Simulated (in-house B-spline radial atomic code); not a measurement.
A calculation on S (an excited or competing configuration): its settings, and results tabulated from the run. Method: non-relativistic Hartree-Fock, average of configuration, point nucleus. Calculated with an all-electron radial atomic-structure program (B-spline basis).

Command:
```bash
python run_scf.py task.json out
```
Settings:
```
Z                16
configuration    [Ne] 3p4 3d1 4s1
hamiltonian      nr
method           hf
spin_polarised   False
```

Output (hartree, bohr):
```
 radial grid: 55 intervals, B-splines of order 8, outer radius 50 bohr

 iter        energy (Eh)    residual
    1       -392.9932197    2.70e-01
    2       -395.1092321    7.30e-02
    3       -395.6937680    2.00e-02
    4       -395.7742132    5.27e-03
    5       -395.7824336    4.02e-03
    6       -395.7849596    4.02e-04
    7       -395.7849940    4.27e-05
    8       -395.7849966    4.54e-05
    9       -395.7849970    1.52e-05
   10       -395.7849970    2.40e-06
   11       -395.7849970    3.39e-08

 total energy                     -395.784997
 kinetic                            395.78499
 electron-nucleus                  -936.79039
 electron-electron                  145.22040

 orbital      occ     eigenvalue          <r>       <r^2>       <1/r>       <r^4>     <1/r^2>       r_max
 1s         2.000      -92.56554    0.0971568   0.0126883     15.5659 0.000416406     488.784     0.06375
 2s         2.000       -9.51025     0.476383    0.269262     3.06904      0.1301     38.7999      0.3886
 2p         6.000       -7.21653      0.43989    0.240605     2.96013    0.122572     12.2434      0.3272
 3p         4.000       -0.70870      1.84104     3.97453    0.726244     27.6618     1.17212       1.515
 3d         1.000       -0.13799      3.46826     15.3403    0.385311     536.951     0.20989       2.389
 4s         1.000       -0.14103      5.64061     36.3422    0.228426     2096.56    0.344829       4.808
```

Time taken, with all properties: 0.14 s on 1 thread of Arm Neoverse V1 (shared host).
